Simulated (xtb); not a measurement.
HO4Re (SMILES [O]=[Re](=[O])(=[O])[OH]), singlet, geometry from GFN2-xTB (such geometries of metal compounds can be far from the true shape), atoms displaced at random by about 0.05 Å a coordinate. Base run: GFN1-xTB run with xtb 6.7.1.

The xtb input:
```
$ xtb mol.xyz --gfn 1 --opt --json

# file mol.xyz
6

Re    -0.04757547    -0.01244261    -0.01879550
O      0.96720753     0.80132191    -1.03652408
O      1.05010235    -0.89900377     1.03295431
O     -0.58057567    -1.24479599    -0.96266399
O     -1.31247363     0.94082732     0.70015411
H     -1.87920065     1.57956721     1.20965399
```

The base run was repeated with changes; each row names its change, and settings that it needs were set with it.

| change | ΔE vs base (mEh) | optimiser steps |
|---|---|---|
| base | 0.000 | 7 |
| alpb = toluene | -7.550 | 6 |
| alpb = dmf | -15.761 | 12 |
| opt level = loose | 0.008 | 5 |
| opt level = vtight | -0.108 | 21 |
| engine = lbfgs | -0.001 | - |
| opt level = sloppy | 0.008 | 5 |
| opt level = extreme | -0.108 | 22 |
| opt level = crude | 0.044 | 4 |
| opt level = tight | -0.107 | 19 |
